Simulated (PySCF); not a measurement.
A side-by-side comparison of computed properties.

First species: C4H11NO2Si.
SMILES: `C=C(C)[Si@@](N)(O)OC`

Second species: C₆H₉FOSi.
Cartesian coordinates in Å at the GFN2-xTB level; atoms count from 1:
```xyz
18
C6H9FOSi angstrom
O      4.4380    0.5196    0.6647
C      3.5870    0.4059   -0.1819
C      2.2678   -0.1761    0.0458
C      1.3146   -0.2878   -0.8852
F      1.5699    0.1634   -2.1312
Si    -0.4470   -0.9843   -0.6708
C     -1.5557    0.4774   -0.2487
C     -1.6844    0.9437    1.1785
C     -2.8328    0.2619    0.5175
H      3.7609    0.7472   -1.2189
H      2.0597   -0.5356    1.0417
H     -0.3963   -1.9484    0.4294
H     -0.8256   -1.6011   -1.9429
H     -1.5960    1.2668   -0.9919
H     -1.1470    0.4073    1.9459
H     -1.7490    2.0056    1.3625
H     -3.6959    0.8502    0.2445
H     -3.0769   -0.7422    0.8294
```

Levels: PBE0/pcSseg-1 for dipole moment, HOMO energy, LUMO energy and HOMO–LUMO gap; GFN2-xTB for rotational constant A and rotational constant C. Geometries: GFN2-xTB. All species are isolated and taken at one optimised geometry, non-relativistic unless stated. Electronic properties by PySCF.

The conformers computed, where there is a choice (atom-mapped SMILES and torsion angles):
- `[CH2:1]=[C:2]([CH3:3])[Si@@:4]([NH2:5])([OH:6])[O:7][CH3:8]`: C1–C2–Si4–N5 21°, C2–Si4–O7–C8 65°, H–N5–Si4–C2 -71°, H–N5–Si4–C2 64°, H–O6–Si4–C2 162°
- `[O:1]=[CH:2]/[CH:3]=[C:4](\[F:5])[SiH2:6][CH:7]1[CH2:8][CH2:9]1`: O1–C2–C3–C4 179°, C3–C4–Si6–C7 92°, C4–Si6–C7–C8 -85°

Values for the first species:

| Property | Result |
| --- | --- |
| Dipole moment | 1.84 D |
| HOMO energy | -7.29 eV |
| LUMO energy | 0.08 eV |
| HOMO–LUMO gap | 7.37 eV |
| Rotational constant A | 1.918 GHz |
| Rotational constant C | 1.248 GHz |

Estimate the same properties for the second species, and the change in each.

| property | first | second | second less first |
| --- | --- | --- | --- |
| dipole moment | 1.84 D | 4.24 D | +2.40 D |
| HOMO energy | -7.29 eV | -7.37 eV | -0.08 eV |
| LUMO energy | 0.08 eV | -1.95 eV | -2.03 eV |
| HOMO–LUMO gap | 7.37 eV | 5.42 eV | -1.95 eV |
| rotational constant A | 1.918 GHz | 2.548 GHz | +0.630 GHz |
| rotational constant C | 1.248 GHz | 0.558 GHz | -0.690 GHz |

On the first: The dipole equals about 6.1 × 10⁻³⁰ C·m (1 D = 3.33564 × 10⁻³⁰ C·m).

On the second: The dipole matches unit charges of opposite sign 0.88 Å apart (1 e·Å = 4.8032 D). A dipole of 4.24 D is allowed in C1, and pure rotational transitions are dipole-allowed.
